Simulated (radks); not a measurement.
Values are calculated unless marked as measured or tabulated.
Task: Excited configurations of the bismuth ion Bi+: one electron is placed in a higher orbital outside [Hg] 6p1. The ground configuration is [Hg] 6p2. Code: a radial shooting solver on a logarithmic mesh with Libxc functionals. Model: Dirac Kohn-Sham, PBE, spin-unpolarised, spherical densities, point nucleus; open shells are shared between the two j in proportion to 2j + 1. Excitation = E - E(ground); binding = E(ion) - E, where the ion is the core of charge +2; n* = 2/sqrt(2 binding) in atomic units, and the quantum defect is n - n*. Eigenvalue and <r> are those of j = l + 1/2.

| outer orbital | excitation (eV) | binding (eV) | n* | quantum defect | eigenvalue (eV) | <r> (bohr) |
|---|---|---|---|---|---|---|
| 5f | 11.744 | 3.682 | 3.845 | 1.155 | -2.500 | 7.951 |
| 6f | 12.854 | 2.571 | 4.601 | 1.399 | -1.886 | 13.33 |
| 7s | 7.231 | 8.194 | 2.577 | 4.423 | -6.346 | 5.234 |
| 7p | 9.368 | 6.057 | 2.998 | 4.002 | -4.540 | 6.763 |
| 7d | 11.656 | 3.769 | 3.800 | 3.200 | -2.863 | 9.955 |
| 7f | 13.593 | 1.832 | 5.450 | 1.550 | -1.417 | 20.27 |

Estimate the row for 6d.

Result: excitation (eV) 8.818; binding (eV) 6.607; n* 2.870; quantum defect 3.130; eigenvalue (eV) -4.461; <r> (bohr) 4.981. The Delta-SCF ionisation energy is 15.425 eV (NIST Atomic Spectra Database: 16.703 eV, measured). Self-interaction in the functional shifts the binding energies and quantum defects, so they are the method's values and not measured ones. Spin polarisation and multiplet splitting are left out, so open shells lie too high by an amount that depends on their filling. Sharing an open shell by 2j + 1 raises it above the true ground level by a part of the spin-orbit splitting, which enters the differences from NIST.

Beside tabulated values, note that spin-unpolarised runs miss the spin-polarisation part of the exchange energy of open shells.
